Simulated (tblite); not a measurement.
Species: C4H11BrGeO2.
Atom-mapped SMILES: `[CH3:1][C@@H:2]([O:3][GeH3:4])[O:5][CH2:6][CH2:7][Br:8]` (hydrogens: H9, H10, H11 on C1; H12 on C2; H13, H14, H15 on Ge4; H16, H17 on C6; H18, H19 on C7)

Computed with GFN2-xTB (tblite), gas phase: L-BFGS steps from a force-field or distance-geometry start until the largest atomic force falls under 0.01 eV/Å.

Step 28: E = -771.0046 eV
```
atom  x, y, z in Å  |  force x, y, z in eV/Å
C1     -0.5054    2.2699   -0.3882   -0.022   0.028  -0.057
C2     -0.7025    0.8433    0.1138   -0.020   0.020   0.006
O3     -1.7574    0.2764   -0.5737    0.002  -0.016   0.020
Ge4    -2.2489   -1.4060   -0.3489    0.007   0.041   0.032
O5      0.4563    0.0634   -0.1149   -0.039  -0.040   0.006
C6      1.2535   -0.2260    1.0050    0.035  -0.001  -0.017
C7      2.5088   -0.9079    0.4983    0.033  -0.040  -0.021
Br8     2.0762   -2.6205   -0.3032    0.003  -0.003   0.027
H9     -1.4264    2.8286   -0.2564   -0.029  -0.006   0.081
H10    -0.2816    2.2365   -1.4493    0.075  -0.035  -0.049
H11     0.3032    2.7680    0.1421   -0.013  -0.072   0.010
H12    -0.9090    0.8489    1.1992    0.009   0.029   0.050
H13    -3.3675   -1.4510   -1.3274    0.010   0.012   0.025
H14    -1.1539   -2.3829   -0.6189    0.037   0.021  -0.043
H15    -2.7097   -1.5251    1.0866   -0.002  -0.028  -0.032
H16     1.5377    0.6957    1.5362    0.013   0.031  -0.026
H17     0.7251   -0.8807    1.7179   -0.055   0.028  -0.039
H18     2.9760   -0.3162   -0.2867   -0.013   0.023   0.005
H19     3.2159   -1.1051    1.3022   -0.031   0.008   0.020
```

Step 29: E = -771.0062 eV
```
atom  x, y, z in Å  |  force x, y, z in eV/Å
C1     -0.5066    2.2680   -0.3920   -0.026   0.063  -0.058
C2     -0.7018    0.8465    0.1212   -0.027   0.004  -0.008
O3     -1.7580    0.2762   -0.5609   -0.017  -0.019   0.021
Ge4    -2.2486   -1.4077   -0.3510    0.010   0.038   0.014
O5      0.4556    0.0657   -0.1058   -0.020  -0.061  -0.047
C6      1.2570   -0.2254    1.0103    0.022   0.010  -0.017
C7      2.5090   -0.9106    0.4974    0.032   0.026   0.017
Br8     2.0693   -2.6200   -0.2977    0.000  -0.042   0.008
H9     -1.4265    2.8288   -0.2612   -0.036  -0.011   0.075
H10    -0.2846    2.2276   -1.4530    0.074  -0.036  -0.055
H11     0.3018    2.7692    0.1338    0.017  -0.054   0.019
H12    -0.9054    0.8620    1.2060    0.001   0.015   0.079
H13    -3.3666   -1.4420   -1.3310    0.011   0.013   0.025
H14    -1.1541   -2.3817   -0.6334    0.037   0.022  -0.037
H15    -2.7139   -1.5435    1.0801    0.000  -0.028  -0.015
H16     1.5438    0.6970    1.5387    0.022   0.023  -0.012
H17     0.7285   -0.8788    1.7232   -0.049   0.021  -0.014
H18     2.9706   -0.3169   -0.2897   -0.006   0.009   0.004
H19     3.2208   -1.1051    1.2988   -0.044   0.007   0.001
```

Step 30: E = -771.0078 eV
```
atom  x, y, z in Å  |  force x, y, z in eV/Å
C1     -0.5084    2.2668   -0.3971   -0.019   0.062  -0.039
C2     -0.7016    0.8500    0.1291   -0.023  -0.009  -0.014
O3     -1.7593    0.2754   -0.5466   -0.035  -0.004   0.026
Ge4    -2.2481   -1.4091   -0.3531    0.017   0.017  -0.011
O5      0.4546    0.0672   -0.0970   -0.007  -0.061  -0.078
C6      1.2610   -0.2244    1.0155   -0.007   0.021  -0.018
C7      2.5096   -0.9129    0.4967    0.013   0.080   0.046
Br8     2.0619   -2.6202   -0.2916    0.000  -0.071  -0.008
H9     -1.4272    2.8293   -0.2649   -0.030  -0.017   0.052
H10    -0.2864    2.2177   -1.4580    0.057  -0.028  -0.042
H11     0.3006    2.7690    0.1255    0.040  -0.030   0.019
H12    -0.9012    0.8764    1.2144   -0.001   0.000   0.072
H13    -3.3658   -1.4329   -1.3338    0.011   0.015   0.022
H14    -1.1535   -2.3794   -0.6499    0.030   0.028  -0.028
H15    -2.7187   -1.5637    1.0724    0.002  -0.030   0.009
H16     1.5509    0.6989    1.5410    0.023   0.009  -0.006
H17     0.7312   -0.8764    1.7285   -0.032   0.021   0.008
H18     2.9651   -0.3174   -0.2927    0.005  -0.005   0.001
H19     3.2253   -1.1050    1.2955   -0.045   0.004  -0.009
```

**Question.** Estimate the geometry and energy of step 31. (The exact step hangs on the optimiser's Hessian estimate; all steps are aligned on step 30, rigid shifts and turns removed.)

**Answer.** E = -771.0093 eV, largest force 0.103 eV/Å
```
atom  x, y, z in Å  |  force x, y, z in eV/Å
C1     -0.5102    2.2662   -0.4023    0.000   0.028  -0.006
C2     -0.7018    0.8529    0.1356   -0.011  -0.014  -0.011
O3     -1.7614    0.2744   -0.5331   -0.046   0.023   0.031
Ge4    -2.2473   -1.4103   -0.3551    0.022  -0.009  -0.028
O5      0.4535    0.0676   -0.0909   -0.008  -0.039  -0.073
C6      1.2642   -0.2231    1.0193   -0.038   0.027  -0.019
C7      2.5101   -0.9138    0.4968   -0.017   0.091   0.046
Br8     2.0557   -2.6216   -0.2859    0.006  -0.073  -0.012
H9     -1.4283    2.8299   -0.2671   -0.013  -0.022   0.021
H10    -0.2867    2.2089   -1.4631    0.031  -0.013  -0.015
H11     0.3003    2.7667    0.1193    0.048  -0.004   0.008
H12    -0.8968    0.8896    1.2228    0.004  -0.018   0.029
H13    -3.3655   -1.4253   -1.3350    0.008   0.016   0.013
H14    -1.1517   -2.3758   -0.6654    0.022   0.032  -0.018
H15    -2.7231   -1.5816    1.0652    0.006  -0.034   0.031
H16     1.5574    0.7010    1.5422    0.015  -0.004  -0.008
H17     0.7328   -0.8736    1.7327   -0.011   0.027   0.019
H18     2.9605   -0.3180   -0.2952    0.017  -0.015  -0.004
H19     3.2283   -1.1049    1.2930   -0.035   0.003  -0.005
```

The energy changes by -0.0014 eV. The first-order estimate −F·Δx gives -0.0021 eV and the mean of the old and new forces, exact on a quadratic surface, -0.0015 eV. The step makes an angle of 78° with the force vector and moves no atom by more than 0.020 Å.

What follows is the cost of the whole relaxation. The run took 3.1 s of wall time on Arm Neoverse N1, one thread, shared host with 64 logical CPUs at a one-minute load of 63.
